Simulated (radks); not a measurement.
Results of a calculation; reference values are marked as such.
Excited configurations of Pd8+: one electron is placed in a higher orbital outside [Kr] 4d1. The ground configuration is [Kr] 4d2. Code: a radial shooting solver on a logarithmic mesh with Libxc functionals. Model: scalar-relativistic Kohn-Sham, PBE, spin-unpolarised, spherical densities, point nucleus. Excitation = E - E(ground); binding = E(ion) - E, where the ion is the core of charge +9; n* = 9/sqrt(2 binding) in atomic units. These energies are relativistic, and a one-electron ion of charge +9 with no core already has n* below n in this formula (scalar-relativistic equation, point nucleus: 4f 4.000, 5s 4.998, 5d 4.999, 5f 5.000, 7d 6.999, 7f 7.000). The quantum defect is therefore taken as that value minus n*, so that it holds no relativistic shift of the bare ion.

| outer orbital | excitation (eV) | binding (eV) | quantum defect | eigenvalue (eV) |
|---|---|---|---|---|
| 4f | 54.395 | 85.694 | 0.414 | -77.556 |
| 5s | 36.797 | 103.29 | 1.732 | -97.320 |
| 5d | 68.133 | 71.955 | 1.086 | -67.411 |
| 5f | 87.244 | 52.845 | 0.433 | -49.361 |
| 7d | 108.51 | 31.577 | 1.092 | -30.010 |
| 7f | 114.06 | 26.030 | 0.493 | -24.666 |

The Delta-SCF ionisation energy is 140.09 eV (NIST Atomic Spectra Database: 141 eV, theoretical). Self-interaction in the functional shifts the binding energies and quantum defects, so they are the method's values and not measured ones. Spin polarisation and multiplet splitting are left out, so open shells lie too high by an amount that depends on their filling.

Beside tabulated values, note that spin-unpolarised runs miss the spin-polarisation part of the exchange energy of open shells.
